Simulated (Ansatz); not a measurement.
The Ge1–H2 bond of CH4Ge (SMILES [CH3][GeH]) is stretched (multiplicity 1, the rest rigid).
Geometry at rest (charge 0, multiplicity 1):
```json
[
 {"atom": "Ge", "x (Å)": "-0.2642", "y (Å)": "-0.2022", "z (Å)": "0.3135"},
 {"atom": "H", "x (Å)": "-1.2833", "y (Å)": "-0.5777", "z (Å)": "-0.8688"},
 {"atom": "C", "x (Å)": "1.0068", "y (Å)": "0.7263", "z (Å)": "-0.9321"},
 {"atom": "H", "x (Å)": "1.8767", "y (Å)": "1.1303", "z (Å)": "-0.4165"},
 {"atom": "H", "x (Å)": "0.4830", "y (Å)": "1.5360", "z (Å)": "-1.4499"},
 {"atom": "H", "x (Å)": "1.3361", "y (Å)": "0.0253", "z (Å)": "-1.7055"}
]
```

Cores are frozen in the correlated methods. Filled d and f shells under p-block atoms count as core.

Codes used: Ansatz (Gaussian basis) for Hartree–Fock, density functionals and correlated methods. Each number belongs to the level named beside it.

Energies above the point at 1.605 Å (the B3LYP-D3(BJ) bond length), FIC-MRCISD+Q on CASSCF(2,2)/cc-pVTZ (kcal/mol): 4.81 at 1.445 Å; 3.18 at 1.766 Å; 72.18 at 5.138 Å.

**Question.** Take the last value as the depth D of a Morse curve D(1 − e^(−a(R − R₀)))², fit a and R₀ to the two near points, and test it at 2.167 and 2.810 Å.

**Answer.** 
With D = 72.2, both near points (counted from the curve's value at 1.605 Å) are met by a = 1.45 Å⁻¹ and R₀ = 1.603 Å, so k = 2Da² = 303 kcal/(mol Å²). The curve then gives 22.5 and 49.2 kcal/mol; the level itself gives 22.9 and 52.5, so Morse is off by -0.4 and -3.3.

Ansatz is a first-principles code.
